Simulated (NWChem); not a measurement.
# trimethylarsine (C$_{3}$H$_{9}$As); SMILES C[As](C)C

All runs: NWChem. Pople sets run with spherical d functions. Each level has its own optimisation. Computed dipoles belong to the equilibrium geometry; the measured one is vibrationally averaged.

Measured dipole moment: 0.86 D (NIST CCCBDB, as tabulated in the package chemicals).

| level | dipole moment (D) | computed − measured |
|---|---|---|
| Hartree-Fock/STO-3G | 0.73 | -0.13 |
| Hartree-Fock/3-21G | 0.92 | +0.06 |
| Hartree-Fock/6-31G* | 1.27 | +0.41 |
| B3LYP/6-31G* | 1.18 | +0.32 |
| LDA (Slater exchange, VWN5)/def2-SVP | 1.00 | +0.14 |
| PBE/def2-SVP | 0.92 | +0.06 |
| BLYP/def2-SVP | 0.77 | -0.09 |
| PBE0/def2-SVP | 1.03 | +0.17 |
